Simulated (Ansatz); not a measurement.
Relaxation of CH7AlN2 (11 atoms, charge 0, multiplicity 1), to a largest force component of 0.015 eV/Å in at most 40 steps.

Level of theory: RKS PBE0/def2-SVP in Ansatz.

```xyz
11
Properties=species:S:1:pos:R:3:forces:R:3
N -0.853 1.731 0.219 1.30 4.45 1.11
C -0.315 0.548 -0.322 2.31 0.29 0.47
N 0.172 -0.258 0.767 3.30 -1.74 0.75
Al 1.035 -1.889 0.116 -2.15 0.49 1.59
H -0.147 2.550 -0.007 -2.03 -1.95 0.57
H -0.822 1.712 1.284 -0.32 -0.39 -1.81
H 0.540 0.822 -1.017 -0.85 -0.12 -0.11
H -1.050 -0.001 -0.889 -0.70 -0.66 -0.47
H 0.992 0.285 1.274 -2.06 -1.02 -1.23
H 2.158 -1.854 -0.916 0.78 0.08 -0.64
H 0.376 -3.302 0.642 0.40 0.56 -0.22
```

Task: Where does it end, and by what steps?

Result: The forces met the threshold. After 18 steps the energy has fallen by 1.565 eV; H10 moved furthest, 2.14 Å.

| step | energy less start (eV) | largest force component (eV/Å) | accepted |
| --- | --- | --- | --- |
| 0 | 0.0000 | 4.453 | yes |
| 1 | -0.6774 | 1.325 | yes |
| 2 | -0.8460 | 0.442 | yes |
| 3 | -0.9360 | 0.268 | yes |
| 4 | -0.9485 | 0.391 | yes |
| 5 | -1.0119 | 0.116 | yes |
| 6 | -1.0515 | 0.249 | yes |
| 7 | -1.1204 | 0.322 | yes |
| 8 | -1.2193 | 0.486 | yes |
| 9 | -1.3289 | 0.370 | yes |
| 10 | -1.4182 | 0.293 | yes |
| 11 | -1.4812 | 0.190 | yes |
| 12 | -1.5208 | 0.125 | yes |
| 13 | -1.5433 | 0.209 | yes |
| 14 | -1.5577 | 0.060 | yes |
| 15 | -1.5605 | 0.113 | yes |
| 16 | -1.5541 | 0.213 | no |
| 17 | -1.5642 | 0.058 | yes |
| 18 | -1.5646 | 0.013 | yes |

```xyz
11
Properties=species:S:1:pos:R:3
N -0.951 1.587 0.069
C 0.187 0.854 -0.426
N 0.756 -0.154 0.452
Al 0.803 -1.923 0.251
H -0.700 2.133 0.892
H -1.683 0.942 0.363
H 0.958 1.596 -0.706
H -0.110 0.352 -1.362
H 1.184 0.263 1.277
H 0.132 -2.534 -1.052
H 1.508 -2.770 1.393
```

Time of the run: 42 s on 2 threads of Arm Neoverse V1 (shared host), peak memory 0.19 GiB.
